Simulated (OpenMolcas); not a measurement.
**C2H4BCl (SMILES C=CBCl): name the method**

C2H4BCl: 8 atoms, total charge 0, spin state singlet. As SMILES, `C=CBCl`. The shape is that of a PBE0-D4/def2-TZVP optimisation. This is one conformer, not always the lowest.

```xyz
8

C     0.3574    1.2199   -0.2600
C     0.3538    0.0577    0.4011
B    -0.5286   -1.0944   -0.0864
Cl   -0.5551   -2.6276    0.7566
H    -0.2597    1.3604   -1.1428
H     0.9651    2.0670    0.0449
H     0.9840   -0.0487    1.2813
H    -1.2250   -0.9915   -1.0504
```

A calculation with OpenMolcas 26.06 gave:

```json
{"total energy": "-563.6855 Eh", "dipole moment": "2.17 D", "HOMO energy": "-8.02 eV", "LUMO energy": "-1.96 eV", "HOMO–LUMO gap": "6.06 eV", "largest force": "0.478 eV/Å"}
```

Task: Which of these levels gave the numbers?
A. HF/def2-SVPD
B. r2SCAN/def2-SVPD
C. PBE0/def2-SVPD
D. B3LYP/6-31G* (Cartesian functions)

Result: D. The others give -562.0593 Eh (HF/def2-SVPD), -563.3712 Eh (r2SCAN/def2-SVPD), -563.1860 Eh (PBE0/def2-SVPD).
